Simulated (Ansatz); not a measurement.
`[SiH3][GeH2][Cl]` + H₂ → `[SiH3][GeH3]` + HCl at 400 K and 1 bar (hydrogenolysis of a Ge–Cl bond).

Gas-phase electronic energies from Ansatz, PBE0-D4/def2-TZVP geometries. CBS: MP2 limit from def2 TZ/QZ plus the TZ coupled-cluster correction, frozen cores. This one scheme is used for every species. For Ge outer-core shells are correlated without core-valence functions, which leaves a few kJ/mol of doubt a bond. Scalar relativity is left out up to krypton.

```json
{"species": "`[SiH3][GeH2][Cl]`", "CCSD(T)/CBS energy (Eh)": "-2828.00643", "H − E (kJ/mol)": "139.1", "S (J/(mol·K))": "367.0"}
{"species": "H₂", "CCSD(T)/CBS energy (Eh)": "-1.17544", "H − E (kJ/mol)": "38.0", "S (J/(mol·K))": "139.0"}
{"species": "`[SiH3][GeH3]`", "CCSD(T)/CBS energy (Eh)": "-2368.78170", "H − E (kJ/mol)": "150.2", "S (J/(mol·K))": "319.5"}
{"species": "HCl", "CCSD(T)/CBS energy (Eh)": "-460.38127", "H − E (kJ/mol)": "29.6", "S (J/(mol·K))": "195.4"}
```

H − E and S are ideal-gas, rigid-rotor, harmonic terms from PBE0-D4/def2-TZVP. The MP2-based limit puts H₂ 0.8 mEh under its directly extrapolated value; such offsets cancel only in part. 1 Eh = 2625.50 kJ/mol, R = 8.31446 J/(mol·K).

**Question.** By hand: ΔE, ΔH, ΔS and ΔG.

**Answer.** ΔE = (-2368.78170) + (-460.38127) − (-2828.00643) − (-1.17544) = 0.01890 Eh = 49.6 kJ/mol. Δ(H − E) = 150.2 + 29.6 − 139.1 − 38.0 = 2.7, so ΔH = 52.3 kJ/mol. ΔS = 319.5 + 195.4 − 367.0 − 139.0 = 8.9 J/(mol·K). ΔG = 52.3 − 400 × (8.9)/1000 = 48.7 kJ/mol.

**Question.** By hand: the equilibrium constant, and the temperature at which ΔG would vanish if ΔH and ΔS stayed fixed.

**Answer.** log₁₀ K = −ΔG/(RT ln 10) = -6.4. ΔG = 0 at ΔH/ΔS = 5876 K, far beyond where these terms or the molecules hold.

The number of gas molecules stays the same, so ΔS is small and ΔH decides. A doubt of 5 kJ/mol in ΔE shifts log₁₀ K by 0.7 here. These are equilibria of isolated gas molecules and say nothing of rates. Largest T1 diagnostic: 0.012 (customary marks: 0.02 for closed shells, 0.045 for open ones).
